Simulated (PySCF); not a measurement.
Molecule: SMILES N#Cc1cccnc1, C6H4N2.

Structure with atom numbers: `[N:1]#[C:2][c:3]1[cH:4][cH:5][cH:6][n:7][cH:8]1`. Each H is labelled by its parent atom.

Geometry PBE0-D3(BJ)/def2-SVP throughout; GIAO in PySCF, gas phase, one conformer, non-relativistic; equivalent atoms averaged; functional PBE0.

For orientation, pcSseg-0 gives these shifts δ (against NH3, TMS at the same level): N7 390.1, N1 337.7, C8 167.9, C6 165.6, C5 133.0, C3 120.4, C2 135.1, H(C6) 9.32, H(C5) 7.42 ppm.

A run gave: N7 270.2, N1 243.8, C8 123.4, C6 122.3, C5 107.2, C3 98.6, C2 92.9, H(C6) 9.02, H(C5) 7.48 ppm (shifts δ (against NH3, TMS at the same level)).

Question: Which basis set was used in that run?
A. 6-31G*
B. 6-31G
C. def2-TZVP
D. STO-3G

Answer: D. C8 tells them apart best: STO-3G gives 123.4, 6-31G gives 148.7, 6-31G* gives 147.6, def2-TZVP gives 159.9 ppm.
